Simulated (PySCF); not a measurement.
## Correlation energy of K+ (potassium, charge +1)

[Ar], closed-shell 1S. Calculation: PySCF 2.14, in cc-pVTZ-X2C; the spin-free X2C one-electron Hamiltonian (Gaussian nucleus). Frozen: [Ne] 3s2; 6 electrons correlated.

Total MP2 correlation energy: -72.50 mhartree.

Same-spin part -23.09 and opposite-spin part -49.41 mhartree; SCS-MP2 scales them by 1/3 and 6/5 to -66.98 mhartree.

| level | correlation energy (mhartree) |
| --- | --- |
| CCSD | -81.77 |
| (T) | -0.18 |
| CCSD(T) | -81.95 |

Diagnostics: T1 = 0.0021, D1 = 0.0030, largest double amplitude 0.036.

Q: Is a single reference adequate?

A: Yes: T1 lies below 0.03 and no double amplitude reaches 0.07.
